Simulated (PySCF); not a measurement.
CH3 (SMILES [CH3-]), charge -1, singlet, at a GFN2-xTB geometry; PySCF with HF/def2-SVP.

PySCF was given this input:
```python
from pyscf import gto, scf

mol = gto.Mole()
mol.atom = '''
    C     0.09443537    0.09844229    0.10070566
    H    -0.62720871   -0.62142525    0.62463322
    H     0.66399153   -0.60849894   -0.59880803
    H    -0.60339501    0.63927042   -0.63005917
'''
mol.basis = 'def2-svp'
mol.charge = -1
mol.verbose = 4
mol.build()

mf = scf.RHF(mol)
mf.kernel()
```

What does PySCF print? Leave out banner, timings and long lists.


```
PySCF version 2.14.0

[INPUT] verbose = 4
[INPUT] num. atoms = 4
[INPUT] num. electrons = 10
[INPUT] charge = -1
[INPUT] spin (= nelec alpha-beta = 2S) = 0
[INPUT] symmetry False subgroup None
[INPUT] Mole.unit = angstrom
[INPUT] Symbol           X                Y                Z      unit          X                Y                Z       unit  Magmom
[INPUT]  1 C      0.094435370000   0.098442290000   0.100705660000 AA    0.178456985772   0.186028967175   0.190306116594 Bohr   0.0
[INPUT]  2 H     -0.627208710000  -0.621425250000   0.624633220000 AA   -1.185252684842  -1.174323529389   1.180385714105 Bohr   0.0
[INPUT]  3 H      0.663991530000  -0.608498940000  -0.598808030000 AA    1.254762140731  -1.149896343688  -1.131583177890 Bohr   0.0
[INPUT]  4 H     -0.603395010000   0.639270420000  -0.630059170000 AA   -1.140251313829   1.208046013336  -1.190639273571 Bohr   0.0

nuclear repulsion = 9.20363363411216
number of shells = 15
number of NR pGTOs = 45
number of NR cGTOs = 29
basis = def2-svp
ecp = {}

******** <class 'pyscf.scf.hf.RHF'> ********
method = RHF
initial guess = minao
damping factor = 0
level_shift factor = 0
DIIS = <class 'pyscf.scf.diis.CDIIS'>
diis_start_cycle = 1
diis_space = 8
diis_damp = 0
SCF conv_tol = 1e-09
SCF conv_tol_grad = None
SCF max_cycles = 50
direct_scf = True
direct_scf_tol = 1e-13
Set gradient conv threshold to 3.16228e-05
Initial guess from minao.
init E= -39.1644807262095
  HOMO = -0.183244302622152  LUMO = 0.148867873973464  gap/eV = 9.03723
cycle= 1 E= -39.4198983916767  delta_E= -0.255  |g|= 0.315  |ddm|= 1.65
  HOMO = 0.0568025631480857  LUMO = 0.434372120088713  gap/eV = 10.27419
cycle= 2 E= -39.4466682177811  delta_E= -0.0268  |g|= 0.147  |ddm|= 0.759
  HOMO = -0.0121798997944849  LUMO = 0.421418862619518  gap/eV = 11.79882
cycle= 3 E= -39.4528491850668  delta_E= -0.00618  |g|= 0.018  |ddm|= 0.211
  HOMO = -0.0136391695213995  LUMO = 0.42259229964454  gap/eV = 11.87046
cycle= 4 E= -39.4530757982668  delta_E= -0.000227  |g|= 0.00455  |ddm|= 0.0564
  HOMO = -0.0141193714406653  LUMO = 0.422155190617855  gap/eV = 11.87164
cycle= 5 E= -39.4531055266109  delta_E= -2.97e-05  |g|= 0.0019  |ddm|= 0.035
  HOMO = -0.0141780092904815  LUMO = 0.422188884986001  gap/eV = 11.87415
cycle= 6 E= -39.4531123439822  delta_E= -6.82e-06  |g|= 0.000354  |ddm|= 0.0265
  HOMO = -0.0142249693844763  LUMO = 0.42214342298254  gap/eV = 11.87419
cycle= 7 E= -39.4531125840571  delta_E= -2.4e-07  |g|= 3.13e-05  |ddm|= 0.00629
  HOMO = -0.0142212971458857  LUMO = 0.422139454678787  gap/eV = 11.87398
cycle= 8 E= -39.4531125848306  delta_E= -7.73e-10  |g|= 4.01e-06  |ddm|= 0.000316
  HOMO = -0.0142205296189468  LUMO = 0.422139966714896  gap/eV = 11.87397
Extra cycle  E= -39.4531125848399  delta_E= -9.34e-12  |g|= 1.46e-06  |ddm|= 7.84e-06
converged SCF energy = -39.4531125848399
```
